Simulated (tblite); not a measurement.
Compound: C5H7O2P.
Z-matrix (Å and degrees, GFN2-xTB geometry), rows numbered from 1:
```
C 
O   1  1.4136
C   2  1.3463  1  116.28
O   3  1.3371  2  118.81  1    -2.33
C   4  1.3504  3  110.53  2   179.77
P   5  1.7024  4  115.74  3    -0.13
C   3  1.3650  2  124.87  1   177.19
C   7  1.4944  3  124.11  2     1.17
H   1  1.0936  2  111.12  3    61.47
H   1  1.0879  2  105.69  3  -179.31
H   1  1.0936  2  111.10  3   -60.11
H   5  1.0744  4  114.77  3   179.96
H   8  1.0873  7  110.35  3  -155.92
H   8  1.0880  7  110.00  3   -34.96
H   8  1.0900  7  110.50  3    84.30
```

Computed values, GFN2-xTB/tblite, gas phase, harmonic and unscaled. Against measured fundamentals such values can be off by several per cent, at times by over 20. One conformer, not necessarily the lowest.

Harmonic wavenumbers (cm⁻¹): 25.7, 82.0, 154.6, 179.5, 200.0, 263.6, 294.8, 426.8, 446.6, 505.0, 596.4, 658.9, 665.2, 726.4, 882.1, 946.7, 1036.5, 1039.3, 1095.6, 1123.9, 1139.3, 1159.1, 1205.6, 1274.3, 1317.1, 1399.4, 1404.3, 1456.8, 1469.1, 1471.9, 1482.1, 1569.2, 2948.6, 2963.4, 2995.3, 3029.2, 3035.1, 3037.3, 3132.5.

A = 2967, B = 1504, C = 1011 MHz; mass 130.018 u (most abundant isotopes); point group C1, symmetry number 1.

Task: What is the zero-point energy?

Result: Half the sum of the wavenumbers: 24420 cm⁻¹ = 292.12 kJ/mol.

Task: What is S at 298.15 K and 1 bar for an ideal gas of classical rigid rotors and harmonic oscillators?

Result: Translation 169.56, rotation 119.90, vibration 103.55: S = 393.0 J/(mol K).

Task: And Cp and H(298.15 K) − H(0)?

Result: Cp = 135.30 J/(mol K), of which vibrations give 102.05 (their classical limit is 39 R = 324.3); H(298.15 K) − H(0) = 25.59 kJ/mol without the zero-point energy, 15.67 from vibrations.

Task: Blend soft modes into free rotors: weight 1/[1 + (100 cm⁻¹/ν̃)⁴] for the oscillator and the rest for a rotor with moment μB/(μ + B), μ = h/(8π²ν), B = 10⁻⁴⁴ kg m². What vibrational entropy results?

Result: 93.15 J/(mol K) in place of 103.55, which changes −T·S at 298.15 K by +3.10 kJ/mol.

Task: Which modes carry the vibrational entropy at 298.15 K?

Result: 25.7 cm⁻¹: 25.67; 82.0 cm⁻¹: 16.08; 154.6 cm⁻¹: 10.94; 179.5 cm⁻¹: 9.76; 200.0 cm⁻¹: 8.92; 263.6 cm⁻¹: 6.85 J/(mol K); the other 33 give 25.32 together.

Task: What must be added to the electronic energy to get the Gibbs energy at 298.15 K and 1 bar?

Result: ZPE + [H(298.15 K) − H(0)] − T·S = 292.12 + 25.59 − 117.18 = 200.53 kJ/mol.

Task: How do the functions run with temperature in this model?

Result: 
```json
{"T (K)": "150", "S (J/(mol K))": "318.4", "Cp (J/(mol K))": "87.5", "H − H(0) (kJ/mol)": "9.10", "G − H(0) (kJ/mol)": "-38.66", "ln q(vib)": "2.93"}
{"T (K)": "250", "S (J/(mol K))": "370.6", "Cp (J/(mol K))": "119.6", "H − H(0) (kJ/mol)": "19.45", "G − H(0) (kJ/mol)": "-73.20", "ln q(vib)": "5.11"}
{"T (K)": "400", "S (J/(mol K))": "437.3", "Cp (J/(mol K))": "167.4", "H − H(0) (kJ/mol)": "41.03", "G − H(0) (kJ/mol)": "-133.90", "ln q(vib)": "8.27"}
{"T (K)": "600", "S (J/(mol K))": "515.3", "Cp (J/(mol K))": "217.4", "H − H(0) (kJ/mol)": "79.82", "G − H(0) (kJ/mol)": "-229.35", "ln q(vib)": "12.36"}
{"T (K)": "900", "S (J/(mol K))": "613.2", "Cp (J/(mol K))": "264.5", "H − H(0) (kJ/mol)": "152.73", "G − H(0) (kJ/mol)": "-399.13", "ln q(vib)": "18.10"}
```

q(vib) and H(0) count from the zero-point level.

Hindered rotation and anharmonicity are outside this model. Other conformers, if any are populated, would add a mixing term that is left out. The structure is chiral; the term R ln 2 for an equal mix with its mirror image is left out.
